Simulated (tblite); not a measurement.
C2F6, charge -1, doublet, at the geometry of the source list (a state made from the parent by changing its charge; the spin is typed, not shown lowest); IPEA1-xTB (tblite).

Here is a job for tblite.
```
$ tblite run mol.xyz --method ipea1 --charge -1 --spin 1 --json tblite.json --no-restart

# file mol.xyz
8

F      1.39660000    -0.29340000    -1.02660000
C      0.76480000    -0.07020000     0.11950000
F      1.25550000     1.03900000     0.65930000
F      1.01660000    -1.08260000     0.94070000
C     -0.76480000     0.07020000    -0.11950000
F     -1.01670000     1.08270000    -0.94060000
F     -1.25550000    -1.03900000    -0.65940000
F     -1.39660000     0.29330000     1.02660000
```

The log (banner, timings and long lists left out):

```
xTB calculator
 | screened Coulomb repulsion
 | Coulomb electrostatics
 |  * isotropic Klopman-Ohno-Mataga-Nishimoto electrostatics
 |  * onsite third-order electrostatics
 | DFT-D3(BJ) dispersion correction

halogen bonding energy    0.0000000000000E+00 Eh
repulsion energy          8.9701215236486E-02 Eh
dispersion energy        -1.8961409383821E-03 Eh
number of electrons       5.1000000000000E+01 e
integral cutoff           4.0000000000000E+01 bohr

------------------------------------------------------------
  cycle        total energy    energy error   density error
------------------------------------------------------------
      1     -36.29558216773  -3.6383387E+01   4.9491197E-01
      2     -37.10555396198  -8.0997179E-01   3.4027132E-01
      3     -37.40445913563  -2.9890517E-01   1.7988629E-01
      4     -37.42567029721  -2.1211162E-02   3.3976312E-02
      5     -37.43694787080  -1.1277574E-02   2.1379478E-03
      6     -37.43696222717  -1.4356371E-05   1.7158153E-03
      7     -37.43698459075  -2.2363584E-05   6.8483087E-04
      8     -37.43698871816  -4.1274040E-06   5.5049363E-05
      9     -37.43698874743  -2.9272762E-08   3.8087865E-06
------------------------------------------------------------

electronic energy        -3.7524793821727E+01 Eh
total energy             -3.7436988747429E+01 Eh

Post processing:
 | Mayer-Wiberg bond orders

[Info] JSON dump of results written to 'tblite.json'
```
